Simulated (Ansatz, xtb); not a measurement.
# Two isomers of BH5O2Si2

Structure a is `B1O[SiH2]O[SiH2]1`, a singlet and structure b is `O=BO[SiH2][SiH3]`, a singlet. Both are isolated molecules in the gas phase, relaxed with PBE0-D3(BJ)/def2-SVP; the shapes shown needn't be the lowest conformers.

a (Å):

```yaml
atoms:
  - { symbol: B, position_ang: [-1.2305, 1.2043, -0.5300] }
  - { symbol: O, position_ang: [-0.4504, 0.1662, -0.9183] }
  - { symbol: O, position_ang: [0.6469, 0.6669, 1.4259] }
  - { symbol: Si, position_ang: [0.7925, -0.3553, 0.1326] }
  - { symbol: Si, position_ang: [-0.5985, 1.8286, 1.3157] }
  - { symbol: H, position_ang: [-2.1129, 1.5799, -1.2679] }
  - { symbol: H, position_ang: [0.5279, -1.7694, 0.4958] }
  - { symbol: H, position_ang: [2.0894, -0.1976, -0.5707] }
  - { symbol: H, position_ang: [-1.5433, 1.6538, 2.4611] }
  - { symbol: H, position_ang: [-0.0094, 3.1990, 1.4135] }
```

b (Å):

```xyz
10

B    -0.6883    2.0937   -2.5600
O    -0.8190    3.2963   -2.6486
O    -0.5516    0.7979   -2.4694
Si    0.2660   -0.4269   -1.6308
Si    1.7077    0.5224   -0.0407
H     1.0033   -1.2215   -2.6526
H    -0.7791   -1.2811   -1.0003
H     2.4058   -0.5847    0.6808
H     0.9160    1.3371    0.9284
H     2.7105    1.3885   -0.7290
```

Which of the two would you expect CCSD(T)/def2-SVP + ΔMP2/def2-TZVPP electronic energies to favour?

Structure a; the calculation gives E(b) − E(a) = +23.1 kcal/mol.

The same difference at several levels:

| level | geometry | E(b) − E(a) (kcal/mol) | departure from the last row (kcal/mol) | job, with rough time for the two |
| --- | --- | --- | --- | --- |
| PBE0-D3(BJ)/def2-SVP | PBE0-D3(BJ)/def2-SVP | +13.5 | −9.6 | optimisation, 95 s |
| HF/def2-SVP | PBE0-D3(BJ)/def2-SVP | +13.9 | −9.3 | part of the CCSD(T) run |
| MP2/def2-SVP | PBE0-D3(BJ)/def2-SVP | +12.0 | −11.2 | part of the CCSD(T) run |
| CCSD(T)/def2-SVP | PBE0-D3(BJ)/def2-SVP | +11.7 | −11.4 | single point |
| CCSD(T)/def2-SVP + ΔMP2/def2-TZVPP | PBE0-D3(BJ)/def2-SVP | +23.1 |  | single point, 29 s |

As drawn, b has 1 B=O, 1 Si–Si, 1 Si–H in place of 2 O–Si, 1 B–Si, 1 B–H. Structure a has a 5-membered ring, b no ring.

None of the levels shown reverses the order. The largest departure from CCSD(T)/def2-SVP + ΔMP2/def2-TZVPP is that of CCSD(T)/def2-SVP, 11.4 kcal/mol. A small imaginary or near-zero mode remains, so no thermal terms are given. Levels run at GFN2-xTB geometries aren't shown. The last row adds to CCSD(T) the change of the MP2 difference between the two basis sets, here +11.4 kcal/mol, a large step that makes the value less sure.

The correlated steps freeze 13 core orbitals. Programs: Ansatz 0.2.0; the last row on 2 threads of Intel(R) Xeon(R) Platinum 8259CL CPU @ 2.50GHz (Skylake/Cascade Lake) on a shared host.
